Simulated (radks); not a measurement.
Task: Coherent X-ray form factor from a spherical all-electron density. Calculated with a radial shooting solver on a logarithmic mesh with Libxc functionals: Dirac Kohn-Sham, PBE, spin-unpolarised, spherical densities, point nucleus.

sin(theta)/lambda (1/angstrom),f0 (electrons)
0.05,47.109
0.1,44.837
0.15,41.925
0.2,38.884
0.25,35.943
0.3,33.201
0.4,28.476
0.5,24.822
0.6,22.096
0.8,18.399
1,15.676
1.25,12.663
1.5,10.103
2,6.882

The species is in the configuration that NIST lists as its ground one. Which atom or ion scatters so?

Result: Neutral cadmium, [Kr] 4d10 5s2. Extrapolating in s^2 from the first two rows gives f0(0) = 47.9, near the electron count 48; among species with that count, the fall with angle is slower the higher Z, and the table is that of Z = 48; from so few rows the species is fixed only to a neighbour or two.
